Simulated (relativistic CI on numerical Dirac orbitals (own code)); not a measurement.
# Ce48+: sensitivity of the levels to the model

Base calculation: Dirac-Coulomb-Breit CI, separate exchange-only KLI orbitals for each configuration, model QED, unscaled Slater integrals.

Configurations in the expansion (outside the closed core 1s2): 2s2.2p6, 2s2.2p5.3s, 2s2.2p5.3p, 2s2.2p5.3d, 2s.2p6.3s, 2s.2p6.3p, 2s.2p6.3d, 2s2.2p5.4s, 2s2.2p5.4p, 2s2.2p5.4d, 2s2.2p5.4f, 2s.2p6.4s, 2s2.2p4.3s2, 2s.2p6.4p, 2s.2p6.4d, 2s.2p6.4f, 2s2.2p4.3s.3p, 2s2.2p5.5s, 2s2.2p5.5p, 2s2.2p5.5d, 2s2.2p5.5f, 2s2.2p5.5g, 2s2.2p4.3s.3d, 2s2.2p4.3p2, 2s2.2p4.3p.3d, 2s.2p5.3s2, 2s2.2p4.3d2, 2s.2p5.3s.3p, 2s.2p5.3s.3d, 2s.2p5.3p2, 2s.2p6.5s, 2s.2p6.5p, 2s.2p6.5d, 2s.2p6.5f, 2s.2p6.5g, 2s.2p5.3p.3d. Levels of other configurations are missing.

Variants: (1) Breit term removed. Shifts of the energy above 2s2.2p6 1S_0, in eV, for the lowest level and the first level of each name with at least 55 % of one term (blank where a level changes its place among those of its configuration and J or its character, or is not in the variant):

| Level | Base | Δ(1) |
| --- | --- | --- |
| 2s2.2p6 1S_0 | 0.00 | 0.00 |
| 2s2.2p5.3s 3P°_2 | 4927.47 | +8.93 |
| 2s2.2p5.3s 1P°_1 | 4933.57 | +8.72 |
| 2s2.2p5.3p 3D_3 | 5152.36 | +9.19 |
| 2s2.2p5.3p 1P_1 | 5152.39 | +8.86 |
| 2s2.2p5.3p 3P_2 | 5161.55 | +8.35 |
| 2s2.2p5.3p 1S_0 | 5201.31 | +7.64 |
| 2s2.2p5.3d 3P°_0 | 5269.62 | +7.63 |
| 2s2.2p5.3d 3P°_1 | 5276.34 | +8.89 |
| 2s2.2p5.3d 3D°_2 | 5284.44 | +8.93 |
| 2s2.2p5.3d 3F°_4 | 5303.97 | +11.05 |
| 2s2.2p5.3d 3D°_3 | 5316.32 | +10.20 |
| 2s2.2p5.3d 1P°_1 | 5338.50 | +10.82 |
| 2s2.2p5.3s 3P°_0 | 5387.30 | +14.43 |
| 2s2.2p5.3s 3P°_1 | 5390.89 | +14.82 |
| 2s2.2p5.3p 3D_1 | 5489.16 | +13.39 |
| 2s2.2p5.3p 3P_0 | 5523.74 | +12.23 |
| 2s.2p6.3s 3S_1 | 5731.27 | +7.96 |
| 2s2.2p5.3d 3F°_2 | 5738.39 | +15.58 |
| 2s.2p6.3s 1S_0 | 5751.85 | +7.31 |
| 2s.2p6.3p 3P°_0 | 5834.13 | +5.37 |
| 2s.2p6.3p 3P°_1 | 5836.58 | +6.22 |

At this charge energies of transitions that change n are usually good to better than 1 %, and those within a shell (Δn = 0) to a few per cent.

Ionisation energy from the two ground configurations alone: base 9019.19 eV; Breit term removed 9030.64 eV. The NIST ASD value (theoretical) is 9020 eV.

LS names give the leading component of a level, which can be under half, so a name can repeat, a term be missing and a line seem to break the LS rules.
